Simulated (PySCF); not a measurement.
**Polarisability and C₆ of Sn³⁺ (tin, charge +3)**

[Kr] 4d10 5s1, 2S determinant. All numbers are calculated (PySCF 2.14, a scalar-relativistic core potential, in aug-cc-pwCVTZ-PP with ECP28MDF). Coupled (time-dependent) response in atomic units; α is the mean over directions.

| method | mean α (bohr³) | C₆ (like pair) | S(−4) |
| --- | --- | --- | --- |
| UHF | 11.20 | 43.77 | 95.61 |
| PBE | 8.710 | 34.92 | 47.53 |
| PBE0 | 9.179 | 36.45 | 55.50 |
| B3LYP | 8.785 | 34.96 | 49.33 |

S(−4) is the Cauchy moment in α(ω) = α(0) + S(−4) ω² + …

α(iu) at PBE:

| u (hartree) | α(iu) (bohr³) |
| --- | --- |
| 0 | 8.710 |
| 0.0500 | 8.593 |
| 0.100 | 8.268 |
| 0.200 | 7.248 |
| 0.300 | 6.152 |
| 0.500 | 4.517 |
| 0.750 | 3.375 |
| 1.00 | 2.716 |
| 1.50 | 1.952 |
| 2.00 | 1.495 |
| 3.00 | 0.9567 |
| 5.00 | 0.4739 |

For an ion, C₆ is the dispersion term alone; charge-induced terms of lower order in 1/R come first.

Energies and moments cover only the electrons outside the core potential.
